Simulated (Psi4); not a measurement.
Job for Psi4: SAPT0/jun-cc-pV(D+d)Z on C2HNO2 (a complex).

```
memory 1800 MB

molecule dimer {
0 1
C    -0.16911623    0.29580944   -1.61664731
N    -0.15244065    0.26138366   -0.45398306
H    -0.13826659    0.23092218    0.54681809
--
0 1
O    -0.10188178    0.16328500    2.58551354
C    -0.05654133    0.10379773    3.74515472
O    -0.01176200    0.04490156    4.89811025
units angstrom
symmetry c1
no_reorient
no_com
}

set {
  basis jun-cc-pV(D+d)Z
  scf_type df
  freeze_core true
}

energy('sapt0')
```

Output:

```
[...]
==> Input File <==

--------------------------------------------------------------------------
memory 1800 MB

molecule dimer {
0 1
C    -0.16911623    0.29580944   -1.61664731
N    -0.15244065    0.26138366   -0.45398306
H    -0.13826659    0.23092218    0.54681809
--
0 1
O    -0.10188178    0.16328500    2.58551354
C    -0.05654133    0.10379773    3.74515472
O    -0.01176200    0.04490156    4.89811025
units angstrom
symmetry c1
no_reorient
no_com
}

set {
  basis jun-cc-pV(D+d)Z
  scf_type df
  freeze_core true
}

energy('sapt0')
--------------------------------------------------------------------------


   => Loading Basis Set <=

    Name: JUN-CC-PV(D+D)Z
    Role: ORBITAL
    Keyword: BASIS
    atoms 1, 5 entry C          line   188 file jun-cc-pv_dpd_z.gbs
    atoms 2    entry N          line   222 file jun-cc-pv_dpd_z.gbs
    atoms 3    entry H          line    60 file jun-cc-pv_dpd_z.gbs
    atoms 4, 6 entry O          line   256 file jun-cc-pv_dpd_z.gbs

   => Loading Basis Set <=

    Name: JUN-CC-PV(D+D)Z
    Role: ORBITAL
    Keyword: BASIS
    atoms 1, 5 entry C          line   188 file jun-cc-pv_dpd_z.gbs
    atoms 2    entry N          line   222 file jun-cc-pv_dpd_z.gbs
    atoms 3    entry H          line    60 file jun-cc-pv_dpd_z.gbs
    atoms 4, 6 entry O          line   256 file jun-cc-pv_dpd_z.gbs


  //>>>>>>>>>>>>>>>>>>>>>>>>>>>>>>>>>>>//
  //              Dimer HF             //
  //<<<<<<<<<<<<<<<<<<<<<<<<<<<<<<<<<<<//

   => Libint2 <=

    Primary   basis highest AM E, G, H:  7, 6, 3
    Auxiliary basis highest AM E, G, H:  7, 7, 4
    Onebody   basis highest AM E, G, H:  -, -, -
    Solid Harmonics ordering:            Gaussian


   => Loading Basis Set <=

    Name: JUN-CC-PV(D+D)Z
    Role: ORBITAL
    Keyword: BASIS
    atoms 1, 5 entry C          line   188 file jun-cc-pv_dpd_z.gbs
    atoms 2    entry N          line   222 file jun-cc-pv_dpd_z.gbs
    atoms 3    entry H          line    60 file jun-cc-pv_dpd_z.gbs
    atoms 4, 6 entry O          line   256 file jun-cc-pv_dpd_z.gbs


         ---------------------------------------------------------
                                   SCF
               by Justin Turney, Rob Parrish, Andy Simmonett
                          and Daniel G. A. Smith
                              RHF Reference
                        1 Threads,   1716 MiB Core
         ---------------------------------------------------------

  ==> Geometry <==

    Molecular point group: c1
    Full point group: C1

    Geometry (in Angstrom), charge = 0, multiplicity = 1:

       Center              X                  Y                   Z               Mass
    ------------   -----------------  -----------------  -----------------  -----------------
         C           -0.169116230000     0.295809440000    -1.616647310000    12.000000000000
         N           -0.152440650000     0.261383660000    -0.453983060000    14.003074004430
         H           -0.138266590000     0.230922180000     0.546818090000     1.007825032230
         O           -0.101881780000     0.163285000000     2.585513540000    15.994914619570
         C           -0.056541330000     0.103797730000     3.745154720000    12.000000000000
         O           -0.011762000000     0.044901560000     4.898110250000    15.994914619570

  Running in c1 symmetry.

  Rotational constants: A =      4.90031  B =      0.02430  C =      0.02418 [cm^-1]
  Rotational constants: A = 146907.56510  B =    728.59490  C =    725.00394 [MHz]
  Nuclear repulsion =  120.815367666686214

  Charge       = 0
  Multiplicity = 1
  Electrons    = 36
  Nalpha       = 18
  Nbeta        = 18

  ==> Algorithm <==

  SCF Algorithm Type is DF.
  DIIS enabled.
  MOM disabled.
  Fractional occupation disabled.
  Guess Type is SAD.
  Energy threshold   = 1.00e-08
  Density threshold  = 1.00e-08
  Integral threshold = 1.00e-12

  ==> Primary Basis <==

  Basis Set: JUN-CC-PV(D+D)Z
    Blend: JUN-CC-PV(D+D)Z
    Number of shells: 43
    Number of basis functions: 95
    Number of Cartesian functions: 100
    Spherical Harmonics?: true
    Max angular momentum: 2

   => Loading Basis Set <=

    Name: (JUN-CC-PV(D+D)Z AUX)
    Role: JKFIT
    Keyword: DF_BASIS_SCF
    atoms 1, 5 entry C          line   146 file jun-cc-pvdz-jkfit.gbs
    atoms 2    entry N          line   202 file jun-cc-pvdz-jkfit.gbs
    atoms 3    entry H          line    70 file jun-cc-pvdz-jkfit.gbs
    atoms 4, 6 entry O          line   258 file jun-cc-pvdz-jkfit.gbs

  ==> Integral Setup <==

  DFHelper Memory: AOs need 0.029 GiB; user supplied 1.257 GiB.
  SCF_SUBTYPE=INCORE selected. In-core MEM_DF algorithm will be used.
  Using in-core AOs.

  ==> MemDFJK: Density-Fitted J/K Matrices <==

    J tasked:                   Yes
    K tasked:                   Yes
    wK tasked:                   No
    OpenMP threads:               1
    Algorithm:                 Core
    Schwarz Cutoff:           1E-12
    Mask sparsity (%):       6.2715
    
[...]
cupation by Irrep:
              A
    DOCC [    11 ]
    NA   [    11 ]
    NB   [    11 ]

  @DF-RHF Final Energy:  -187.65879782680361

   => Energetics <=

    Nuclear Repulsion Energy =             58.4584098735936664
    One-Electron Energy =                -372.4209670584222636
    Two-Electron Energy =                 126.3037593580249904
    Total Energy =                       -187.6587978268036068

Computation Completed


Properties will be evaluated at   0.000000,   0.000000,   0.000000 [a0]

Properties computed using the SCF density matrix


 Multipole Moments:

 ------------------------------------------------------------------------------------
     Multipole            Electronic (a.u.)      Nuclear  (a.u.)        Total (a.u.)
 ------------------------------------------------------------------------------------

 L = 1.  Multiply by 2.5417464519 to convert [e a0] to [Debye]
 Dipole X            :          2.3600471           -2.3591307            0.0009164
 Dipole Y            :         -4.3253155            4.3242203           -0.0010952
 Dipole Z            :       -155.5821093          155.5998954            0.0177862
 Magnitude           :                                                    0.0178434

 ------------------------------------------------------------------------------------

  Constructing Basis Sets for SAPT...

   => Loading Basis Set <=

    Name: (JUN-CC-PV(D+D)Z AUX)
    Role: RIFIT
    Keyword: DF_BASIS_SAPT
    atoms 1, 5 entry C          line   100 file jun-cc-pvdz-ri.gbs
    atoms 2    entry N          line   144 file jun-cc-pvdz-ri.gbs
    atoms 3    entry H          line    30 file jun-cc-pvdz-ri.gbs
    atoms 4, 6 entry O          line   188 file jun-cc-pvdz-ri.gbs

   => Loading Basis Set <=

    Name: (JUN-CC-PV(D+D)Z AUX)
    Role: JKFIT
    Keyword: DF_BASIS_ELST
    atoms 1, 5 entry C          line   146 file jun-cc-pvdz-jkfit.gbs
    atoms 2    entry N          line   202 file jun-cc-pvdz-jkfit.gbs
    atoms 3    entry H          line    70 file jun-cc-pvdz-jkfit.gbs
    atoms 4, 6 entry O          line   258 file jun-cc-pvdz-jkfit.gbs


  //>>>>>>>>>>>>>>>>>>>>>>>>>>>>>>>>>>>//
  //               SAPT0               //
  //<<<<<<<<<<<<<<<<<<<<<<<<<<<<<<<<<<<//



        SAPT0
    Ed Hohenstein
     6 June 2009

      Orbital Information
  --------------------------
    NSO        =        95
    NMO        =        95
    NRI        =       339
    NRI (Elst) =       418
    NOCC A     =         7
    NOCC B     =        11
    FOCC A     =         2
    FOCC B     =         3
    NVIR A     =        88
    NVIR B     =        84

    Elst10,r            =    -0.005904577430 [Eh]
    Exch10              =     0.004467539524 [Eh]
    Exch10 (S^2)        =     0.004454385357 [Eh]

    Maxiter = 50
    CPHF R converge = 1.000000E-08

    Iter     Energy [mEh]          dE [mEh]         Residual      Time [s]
       1      -0.45180985       0.451809850     3.497421e-03             0
       2      -0.47961222       0.027802371     1.191241e-03             0
       3      -0.50427514       0.024662918     2.121552e-04             0
       4      -0.50404239      -0.000232750     5.947192e-05             0
       5      -0.50345360      -0.000588790     1.026259e-05             0
       6      -0.50353380       0.000080202     1.474294e-06             0
       7      -0.50352747      -0.000006326     2.247911e-07             0
       8      -0.50352809       0.000000615     3.102337e-08             0
       9      -0.50352805      -0.000000038     4.776323e-09             0

    CHF Iterations converged

    Maxiter = 50
    CPHF R converge = 1.000000E-08

    Iter     Energy [mEh]          dE [mEh]         Residual      Time [s]
       1      -1.48166880       1.481668801     1.503180e-02             0
       2      -1.44782652      -0.033842276     3.837558e-03             0
       3      -1.62273074       0.174904213     9.453957e-04             0
       4      -1.62977127       0.007040536     2.842574e-04             0
       5      -1.62801285      -0.001758427     7.923153e-05             0
       6      -1.62703108      -0.000981771     1.923760e-05             0
       7      -1.62718673       0.000155652     5.573923e-06             0
       8      -1.62721202       0.000025294     9.155087e-07             0
       9      -1.62720231      -0.000009711     1.015199e-07             0
      10      -1.62720304       0.000000728     2.188900e-08             0
      11      -1.62720295      -0.000000088     6.958526e-09             0

    CHF Iterations converged

    Ind20,r (A<-B)      =    -0.000503528052 [Eh]
    Ind20,r (B<-A)      =    -0.001627202951 [Eh]
    Ind20,r             =    -0.002130731002 [Eh]
    Exch-Ind20,r (A<-B) =     0.000415884275 [Eh]
    Exch-Ind20,r (B<-A) =     0.000319422811 [Eh]
    Exch-Ind20,r        =     0.000735307086 [Eh]
    Disp20              =    -0.002088850749 [Eh]
    Disp20 (SS)         =    -0.001044425374 [Eh]
    Disp20 (OS)         =    -0.001044425374 [Eh]
    Exch-Disp20         =     0.000196152246 [Eh]
    Exch-Disp20 (SS)    =     0.000106502785 [Eh]
    Exch-Disp20 (OS)    =     0.000089649462 [Eh]

    SAPT Results
  --------------------------------------------------------------------------------------------------------
    Electrostatics                 -5.90457743 [mEh]      -3.70517828 [kcal/mol]     -15.50246591 [kJ/mol]
      Elst10,r                     -5.90457743 [mEh]      -3.70517828 [kcal/mol]     -15.50246591 [kJ/mol]

    Exchange                        4.46753952 [mEh]       2.80342338 [kcal/mol]      11.72952340 [kJ/mol]
      Exch10                        4.46753952 [mEh]       2.80342338 [kcal/mol]      11.72952340 [kJ/mol]
      Exch10(S^2)                   4.45438536 [mEh]       2.79516901 [kcal/mol]      11.69498714 [kJ/mol]

    Induction                      -1.99085859 [mEh]      -1.24928262 [kcal/mol]      -5.22699850 [kJ/mol]
      Ind20,r                      -2.13073100 [mEh]      -1.33705389 [kcal/mol]      -5.59423348 [kJ/mol]
      Exch-Ind20,r                  0.73530709 [mEh]       0.46141216 [kcal/mol]       1.93054849 [kJ/mol]
      delta HF,r (2)               -0.59543467 [mEh]      -0.37364090 [kcal/mol]      -1.56331351 [kJ/mol]

    Dispersion                     -1.89269850 [mEh]      -1.18768624 [kcal/mol]      -4.96927923 [kJ/mol]
      Disp20                       -2.08885075 [mEh]      -1.31077363 [kcal/mol]      -5.48427689 [kJ/mol]
      Exch-Disp20                   0.19615225 [mEh]       0.12308739 [kcal/mol]       0.51499765 [kJ/mol]
      Disp20 (SS)                  -1.04442537 [mEh]      -0.65538682 [kcal/mol]      -2.74213844 [kJ/mol]
      Disp20 (OS)                  -1.04442537 [mEh]      -0.65538682 [kcal/mol]      -2.74213844 [kJ/mol]
      Exch-Disp20 (SS)              0.10650278 [mEh]       0.06683151 [kcal/mol]       0.27962302 [kJ/mol]
      Exch-Disp20 (OS)              0.08964946 [mEh]       0.05625589 [kcal/mol]       0.23537463 [kJ/mol]

  Total HF                         -3.42789649 [mEh]      -2.15103752 [kcal/mol]      -8.99994100 [kJ/mol]
  Total SAPT0                      -5.32059499 [mEh]      -3.33872376 [kcal/mol]     -13.96922023 [kJ/mol]

  Special recipe for scaled SAPT0 (see Manual):
    Electrostatics sSAPT0          -5.90457743 [mEh]      -3.70517828 [kcal/mol]     -15.50246591 [kJ/mol]
    Exchange sSAPT0                 4.46753952 [mEh]       2.80342338 [kcal/mol]      11.72952340 [kJ/mol]
    Induction sSAPT0               -1.98432506 [mEh]      -1.24518278 [kcal/mol]      -5.20984473 [kJ/mol]
    Dispersion sSAPT0              -1.89095560 [mEh]      -1.18659256 [kcal/mol]      -4.96470325 [kJ/mol]
  Total sSAPT0                     -5.31231857 [mEh]      -3.33353023 [kcal/mol]     -13.94749049 [kJ/mol]
  --------------------------------------------------------------------------------------------------------



*** Psi4 exiting successfully. Buy a developer a beer!
```

The run finished.

Cost: around 5 core-seconds (rough).
